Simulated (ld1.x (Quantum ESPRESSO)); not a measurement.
## Varying the TM potential for Te

Base potential:

```
Element                 : Te
Generator               : ld1.x (Quantum ESPRESSO) 7.5
Type                    : norm-conserving Troullier–Martins (Kleinman–Bylander form)
Functional              : PW91
Relativity              : scalar-relativistic
Frozen core             : [Ar] 3d10
Valence charge          : 24
Reference configuration : 4s2 4p6 4d10 5s2 5p4
Partial waves           : 4p (bound): rc 1.20 bohr; 4d (bound): rc 1.50 bohr; 4s (bound): rc 1.00 bohr
Local potential         : the s channel
Core correction         : Bessel-smoothed model core inside 0.60 bohr
```

Occupied shells without a wave of their own: 5p, 5s. They enter only through the test configuration that unscreens the potential, and ld1.x also counts them in the model core charge.

Cutoffs, loose and tight: the cutoffs (Ry, on a coarse ladder) from which the occupation-weighted sum of valence levels, in a spherical-Bessel basis at the reference potential, stays within 10 and 1 mRy of its value at 400 Ry. They do not see the model core or the augmentation charge, which bear on the density cutoff. Test errors are all-electron minus pseudo excitation energies from the reference, over the configurations 4s2 4p6 4d10 5s2 5p3; 4s2 4p6 4d10 5s2 5p2; 4s2 4p6 4d10 5s2 5p1; 4s2 4p6 4d9 5s2 5p5; 4s2 4p6 4d10 5s2 5p4.3; 4s2 4p6 4d10 5s0 5p6; 4s2 4p6 4d10 5s1 5p4. A dash means not determined; rows that change the core or the reference have their own tests.

With those shells counted twice in exchange and correlation these files are broken, and their errors move erratically; no question is asked of them.

| change | outcome | cutoff, loose | cutoff, tight | bound ghosts | largest test error (meV) |
| --- | --- | --- | --- | --- | --- |
| base | generated, misses its reference levels by 1.13 eV | 180 Ry | 300 Ry | none | -4032 |
| core correction none | generated, misses its reference levels by 1.13 eV | 180 Ry | 300 Ry | none | -2895 |
| core correction Bessel-smoothed model core inside 0.44 bohr | generated, misses its reference levels by 1.13 eV | 180 Ry | 300 Ry | none | -4032 |
| core correction Bessel-smoothed model core inside 0.62 bohr | generated, misses its reference levels by 1.13 eV | 180 Ry | 300 Ry | none | -4032 |
| core correction Bessel-smoothed model core inside 0.74 bohr | generated, misses its reference levels by 1.13 eV | 180 Ry | 300 Ry | none | -4031 |
| core correction Bessel-smoothed model core inside 0.86 bohr | generated, misses its reference levels by 1.13 eV | 180 Ry | 300 Ry | none | -4031 |
| core correction Bessel-smoothed model core inside 1.06 bohr | generated, misses its reference levels by 1.13 eV | 180 Ry | 300 Ry | none | -4012 |
| core correction Bessel-smoothed model core inside 1.14 bohr | generated, misses its reference levels by 1.13 eV | 180 Ry | 300 Ry | none | -4019 |
